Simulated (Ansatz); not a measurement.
Reaction (isomerisation): `N/C=C/[CH2][AlH2]` → `C[N]1C[CH2][AlH]1`

Isolated molecules relaxed with PBE0-D4/def2-TZVP in Ansatz; ΔE leaves out vibrations. CBS: MP2 limit from def2 TZ/QZ plus the TZ coupled-cluster correction, frozen cores. One conformer a species, not always the lowest.

| species | CCSD(T)/CBS(def2) energy (Eh) |
| --- | --- |
| `N/C=C/[CH2][AlH2]` | -415.65527 |
| `C[N]1C[CH2][AlH]1` | -415.68245 |

(1) Work out ΔE.

Largest T1 diagnostic among the species: 0.013.

## Answers

(1) ΔE = (-415.68245) − (-415.65527) = -0.02718 Eh = -71.4 kJ/mol.

In def2-TZVPP, CCSD(T) changes the Hartree–Fock value by −7.7 kJ/mol (the triples alone add +2.8 kJ/mol) and MP2 by −11.9 kJ/mol. From PBE to PBE0 (25 % exact exchange), in def2-TZVPP and without D4, ΔE moves by −7.2 kJ/mol.
